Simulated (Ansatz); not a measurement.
C$_{5}$H$_{9}$O$_{2}$ (SMILES CC(=[OH+])C=C(C)O), charge +1, singlet, at a GFN2-xTB geometry. Base run: PBE0/pcseg-1 run with Ansatz (a program for electronic structure).

Here is a job for Ansatz.
Ansatz 0.2 input:
```yaml
crystal:
  periodic: [false, false, false]
  atoms:
    - {symbol: C, position_ang: [-2.48553592, 0.48909195, 0.71341583]}
    - {symbol: C, position_ang: [-1.22323691, 0.15553164, 0.01904527]}
    - {symbol: O, position_ang: [-1.25536073, -0.16408523, -1.24201655]}
    - {symbol: C, position_ang: [-0.00559831, 0.17735760, 0.69281024]}
    - {symbol: C, position_ang: [1.22217629, -0.12344282, 0.11028633]}
    - {symbol: C, position_ang: [2.47256752, -0.07506497, 0.89831110]}
    - {symbol: O, position_ang: [1.27456341, -0.44971797, -1.14834985]}
    - {symbol: H, position_ang: [-2.32769863, 0.74201702, 1.75626026]}
    - {symbol: H, position_ang: [-3.17634971, -0.35487903, 0.65755391]}
    - {symbol: H, position_ang: [-2.97374805, 1.33074930, 0.21759676]}
    - {symbol: H, position_ang: [-2.14528276, -0.15517639, -1.63306037]}
    - {symbol: H, position_ang: [-0.01394516, 0.44488625, 1.73503409]}
    - {symbol: H, position_ang: [3.14866694, 0.67142209, 0.47551487]}
    - {symbol: H, position_ang: [2.29381265, 0.16938546, 1.93981243]}
    - {symbol: H, position_ang: [2.98862140, -1.03573483, 0.84440969]}
    - {symbol: H, position_ang: [2.17006599, -0.64308475, -1.47340301]}
basis:
  gaussian:
    orbitals: pcseg-1.json
hamiltonian:
  xc: pbe0
total_charge: 1
```
The basis file holds pcseg-1 in the JSON format of the Basis Set Exchange.

The base run was repeated with changes; each row names its change, and settings that it needs were set with it.

```
change                                                            ΔE vs base (mEh)
----------------------------------------------------------------  ----------------
base                                                                         0.000
final_grid = 6, 12, 29                                                      -0.027
accuracy = high                                                             -0.015
lower_state_search = full                                                    0.000
fitting.mean_field = def2-universal-JKFIT                                   -0.088
forces = on                                                                 -0.015
point_charge = charge:0.5 position_ang:4.1107, 0.6181, -4.374               45.169
fitting.mean_field = cc-pVTZ-JKFIT                                          -0.082
nuclear_model = gaussian                                                     0.040
point_charge = charge:-1.0 position_ang:2.2746, -5.3757, -1.7251           -83.885
final_grid = 10, 20, 41                                                     -0.001
```
